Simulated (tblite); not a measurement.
A tight-binding relaxation on `[Si@]1([SiH2]CCCC1)(Cl)Br`.

Computed with GFN2-xTB geometry optimisation, gas phase (tblite 0.8.0). Start geometry: from a force field or distance geometry. The input is one job of a driver script: a line of settings, then coordinates in Å.

Command:
```bash
OMP_NUM_THREADS=1 python probes_run.py task.json out
```

Input:
```
{"job": {"kind": "relax", "xc": "GFN2-xTB", "basis": "xTB"}, "charge": 0, "multiplicity": 1}
Cl     2.792600     2.185600    -0.858400
Si     1.491900     0.862800     0.144500
Br     2.486600     0.473000     2.164000
C      1.302800    -0.730700    -0.746700
C     -0.015000    -1.414700    -0.584000
C     -0.957400    -0.926500     0.445600
C     -1.733200     0.326400     0.090500
Si    -0.540600     1.736600     0.417300
H      2.188900    -1.393400    -0.477500
H      1.405500    -0.498900    -1.832700
H      0.218100    -2.487400    -0.330400
H     -0.497900    -1.505500    -1.596400
H     -0.330800    -0.643000     1.351200
H     -1.668500    -1.674000     0.817900
H     -2.671600     0.423000     0.680000
H     -1.946200     0.306500    -0.998800
H     -0.773500     2.846700    -0.512700
H     -0.760200     2.119800     1.814800
```

Output:
```
step      E/eV     max force
  0    -702.33176    3.188
  1    -702.66854    1.030
  2    -702.73268    0.508
  3    -702.79057    0.501
  4    -702.82883    0.743
  5    -702.85739    0.591
  6    -702.87365    0.273
  7    -702.88495    0.232
  8    -702.89622    0.317
  9    -702.90895    0.413
... (134 lines left out)
144    -703.12039    0.028
145    -703.12058    0.026
146    -703.12075    0.023
147    -703.12088    0.027
148    -703.12097    0.018
149    -703.12105    0.017
150    -703.12111    0.016
151    -703.12117    0.013
152    -703.12120    0.012
153    -703.12122    0.008
```

«max force» is the largest atomic force in eV/Å.

Question: From which step on does the largest force stay under 0.1 eV/Å, and how much energy is left to gain from there?

Answer: From step 135 (0.080 eV/Å), 6.9 meV above the end.

Main results: energy lowered by 18.2 kcal/mol over 153 steps; largest atomic force 0.008 eV/Å at the end.

Question: Give the final coordinates.

Answer: 0.828 Å rms from the input after alignment:
```
atom  x, y, z in Å
Cl1    2.0120    1.7792   -1.9461
Si2    1.5025    1.0467   -0.1116
Br3    3.2380    1.4870    1.2551
C4     1.4286   -0.8581   -0.2052
C5     0.0752   -1.3578   -0.7167
C6    -1.1070   -1.0478    0.2081
C7    -1.6769    0.3694    0.0716
Si8   -0.5358    1.7441    0.7347
H9     1.6128   -1.2912    0.7810
H10    2.2138   -1.2439   -0.8610
H11    0.1363   -2.4432   -0.8362
H12   -0.1210   -0.9380   -1.7070
H13   -0.8088   -1.2273    1.2443
H14   -1.9065   -1.7576   -0.0231
H15   -2.6322    0.4082    0.5982
H16   -1.9075    0.5528   -0.9807
H17   -0.9953    3.0592    0.2810
H18   -0.5369    1.7243    2.2018
```

Question: How long does this job take on one thread of an Arm Neoverse V2, no GPU, shared host with 192 logical CPUs at a one-minute load of 69?

Answer: About 1.5 s.
Labels such as C1 count atoms from 1, the log's own numbers from 0.
